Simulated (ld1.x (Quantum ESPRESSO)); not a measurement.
Pseudopotential generation for Re (Z = 75): TM, LDA (PZ), scalar-relativistic.

| Property | Result |
| --- | --- |
| Element | Re (Z = 75) |
| Generator | ld1.x (Quantum ESPRESSO) 7.5 |
| Type | norm-conserving Troullier–Martins (Kleinman–Bylander form) |
| Functional | LDA (PZ) |
| Relativity | scalar-relativistic |
| Frozen core | [Xe] 4f14 |
| Valence charge | 7 |
| Reference configuration | 5d5 6s2 6p0 |
| Partial waves | 6p (bound, empty): rc 2.50 bohr; 5d (bound): rc 1.75 bohr; 6s (bound): rc 2.80 bohr |
| Local potential | the s channel |
| Core correction | Bessel-smoothed model core, default radius (core density twice the valence density) |

Poles of the logarithmic derivatives, all-electron (AE) and pseudo (PS). s: poles at 0.8 (AE) and 0.8, 4.9 (PS) Ry. p: poles at 2.1 (AE) and 1.8 (PS) Ry. d: poles at -0.1, 4.4 (AE) and -0.1 (PS) Ry. Test radius 3.05 bohr.

* Cutoffs needed: 35 Ry and 40 Ry (the cutoffs (Ry, on a coarse ladder) from which the occupation-weighted sum of valence levels, in a spherical-Bessel basis at the reference potential, stays within 10 and 1 mRy of its value at 400 Ry)
* Ghost test: no extra level below or beside the all-electron valence levels (p, d, s, f tested) (spherical-Bessel basis up to 400 Ry, 20 bohr box)
* Largest excitation error: -176 meV (all-electron minus pseudo) for 5d4 6s0 6p0, out of 7 test configurations
